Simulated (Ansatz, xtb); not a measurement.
## Relative energy of two isomers of C6H7F2+

We compare X, `FC(F)[C@@H]1[CH+]C=CC1`, a singlet, with Y, `FC[C@@H]1CC=C[C+]1F`, a singlet. Both are isolated ions in the gas phase, relaxed with B3LYP/def2-SVP; each stands in its lowest conformer found.

Quicker runs give these differences E(Y) − E(X): GFN2-xTB −16.24 kJ/mol; HF/STO-3G −48.39 kJ/mol (at GFN2-xTB geometries); r2SCAN-D4/def2-SVP −4.69 kJ/mol (at GFN2-xTB geometries).

Question: Estimate E(Y) − E(X) at the level CCSD(T)/def2-SVP + ΔMP2/def2-TZVPP.

Answer: Too close to call at this level: CCSD(T)/def2-SVP + ΔMP2/def2-TZVPP gives E(Y) − E(X) = −3.56 kJ/mol.

The same difference at several levels:

```tsv
level	geometry	E(Y) − E(X) (kJ/mol)	departure from the last row (kJ/mol)	job, with rough time for the two
GFN2-xTB	GFN2-xTB	−16.24	−12.69	optimisation, 0.16 s
HF/STO-3G	GFN2-xTB	−48.39	−44.84	single point, 0.4 s
r2SCAN-D4/def2-SVP	GFN2-xTB	−4.69	−1.14	single point, 3.9 s
B3LYP/def2-SVP	B3LYP/def2-SVP	−5.00	−1.44	optimisation, 52 s
HF/def2-SVP	B3LYP/def2-SVP	+8.64	+12.20	part of the CCSD(T) run
MP2/def2-SVP	B3LYP/def2-SVP	−1.64	+1.91	part of the CCSD(T) run
CCSD(T)/def2-SVP	B3LYP/def2-SVP	−0.15	+3.41	single point
CCSD(T)/def2-SVP + ΔMP2/def2-TZVPP	B3LYP/def2-SVP	−3.56		single point, 99 s
```

As drawn, both hold the same kinds of bond in the same numbers.

The largest departure from CCSD(T)/def2-SVP + ΔMP2/def2-TZVPP is that of HF/STO-3G, 44.84 kJ/mol. The last row adds to CCSD(T) the change of the MP2 difference between the two basis sets, here −3.41 kJ/mol.

With thermal terms from frequencies at re-optimised GFN2-xTB minima (ideal gas, soft modes damped towards free rotors, one conformer each, 298.15 K, 1 atm): on the last row, ΔE + ΔZPE = −0.80, ΔH = −0.71, ΔG = −0.80 kJ/mol.

The correlated steps freeze 8 core orbitals. Run with Ansatz 0.2.0, xtb 6.7.1; the last row on 4 threads of Arm Neoverse V1 on a shared host.
